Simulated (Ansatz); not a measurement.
Relaxation of CH3CdFO (7 atoms, charge 0, multiplicity 1), to a largest force component of 0.015 eV/Å in at most 40 steps.

The calculation used Ansatz, RKS PBE0/def2-SVP.

```xyz
7
Properties=species:S:1:pos:R:3:forces:R:3
C 0.212 0.740 -0.176 0.17 -0.30 0.48
O 0.627 0.125 1.012 0.73 0.82 0.69
Cd -0.095 -1.709 1.147 -0.28 -0.31 -0.27
F -1.100 -1.961 -0.525 -0.45 -0.76 -0.23
H 0.563 0.204 -1.072 -0.16 0.07 -0.22
H -0.882 0.869 -0.221 -0.10 0.05 -0.27
H 0.675 1.732 -0.165 0.09 0.44 -0.18
```

**Question.** Where does it end, and by what steps?

**Answer.** It converged. After 10 steps the energy has fallen by 1.353 eV; F4 moved furthest, 1.70 Å.

```
step  energy less start (eV)  largest force component (eV/Å)  accepted
   0                  0.0000                           0.818       yes
   1                 -0.2594                           0.847       yes
   2                 -0.4806                           0.932       yes
   3                 -0.6808                           0.837       yes
   4                 -0.8551                           0.682       yes
   5                 -1.0182                           0.466       yes
   6                 -1.1500                           0.360       yes
   7                 -1.2557                           0.193       yes
   8                 -1.3243                           0.212       yes
   9                 -1.3501                           0.262       yes
  10                 -1.3527                           0.013       yes
```

```xyz
7
Properties=species:S:1:pos:R:3
C 0.350 1.049 -0.161
O 0.416 -0.019 0.730
Cd -0.489 -1.729 0.419
F -1.320 -3.455 0.245
H 0.768 0.826 -1.165
H -0.675 1.444 -0.317
H 0.949 1.884 0.249
```

Whether the end is a true minimum wasn't checked by a vibrational analysis.

The run took 55 s on 1 thread of Intel(R) Xeon(R) Platinum 8488C (Sapphire Rapids), with other jobs on the host, peak memory 0.2 GiB.
